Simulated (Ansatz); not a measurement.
Reaction (cleavage of the Si–Si bond): `F[SiH]([SiH3])Cl` + `C=CCS` → `C=CCS[SiH3]` + `F[SiH2]Cl`

Isolated molecules relaxed with PBE0-D4/def2-TZVP in Ansatz; ΔE leaves out vibrations. CBS: MP2 limit from def2 TZ/QZ plus the TZ coupled-cluster correction, frozen cores. This one scheme is used for every species. DFT in def2-TZVPP. Each species was taken in one conformer, which may not be the lowest.

```csv
level,ΔE (kJ/mol)
r2SCANh-D4,-64.9
SCS-MP2/def2-TZVPP,-74.1
```

(1) What does CCSD(T)/CBS give? (Estimate.)

Largest T1 diagnostic among the species: 0.012.

Results:

(1) Computed: -67.7 kJ/mol. The listed levels differ from it by 2.8, -6.4 kJ/mol.

Leaving LDA and LC-ωPBE aside and taking each functional with its dispersion term where it has one, the values, not all of them listed here, spread over 13.9 kJ/mol, from ωB97M-V to PBE-D4. LDA lies −3.8 kJ/mol from PBE without D4. At CCSD(T), def2-SVP lies +4.1 kJ/mol from the extrapolated value and def2-TZVPP +1.8 kJ/mol.
